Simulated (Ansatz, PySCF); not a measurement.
C2H4N, SMILES CC#[NH+], charge +1.

Coordinates come from a B3LYP-D3(BJ)/def2-TZVP optimisation. The isomer is the one that the SMILES or the coordinates give; other isomers of the formula were not compared.

Vertical ionisation energy (IE) and electron affinity (EA) in eV. Rows of orbital energies are one-electron estimates. Where ΔSCF, EOM or ADC give a negative EA the extra electron is unbound and the value depends on the basis.

```csv
level,IE,EA
"−ε(HOMO), −ε(LUMO), CAM-B3LYP/def2-TZVPD (PySCF)",18.75,5.54
"−ε(HOMO), −ε(LUMO), PBE/def2-TZVPD (PySCF)",15.87,7.93
ADC(2)/aug-cc-pVDZ (PySCF),19.94,3.51
"ΔSCF, CAM-B3LYP/def2-TZVPD (Ansatz), final states of multiplicity 2 and 2",20.14,4.32
"ΔSCF, PBE/def2-TZVPD (Ansatz), final states of multiplicity 2 and 2",___,___
```

Problem. Fill in the missing entries. (Estimate from the structure and the level; the computed values follow.)

Solution. 
- ΔSCF, PBE/def2-TZVPD (Ansatz, an electronic-structure program), final states of multiplicity 2 and 2, IE: 19.73
- ΔSCF, PBE/def2-TZVPD (Ansatz), final states of multiplicity 2 and 2, EA: 4.26

Problem. What vertical singlet–triplet gap does ΔSCF give with CAM-B3LYP/def2-TZVPD (Ansatz) and with PBE/def2-TZVPD (Ansatz)? (Estimate from the structure and the level; the computed values follow.)

Solution. 7.19 and 7.10 eV (triplet above singlet where positive).

Problem. Give the lowest 1s main lines (those of the lightest heavy element) from CVS-ADC(2)-x/aug-cc-pVDZ (PySCF, non-relativistic), with pole strengths. (Estimate from the structure and the level; the computed values follow.)

Solution. 299.5 eV (1.55), 303.5 eV (1.52).

Problem. Beyond the first one, list the lowest photoelectron lines from ADC(2)/aug-cc-pVDZ (PySCF 2.14.0) with their pole strengths (two spins summed). (The exact figures need the calculation; the answer reports its results.)

Solution. 22.36 eV (1.79), 22.36 eV (1.79), 22.97 eV (1.78), 27.82 eV (1.73).
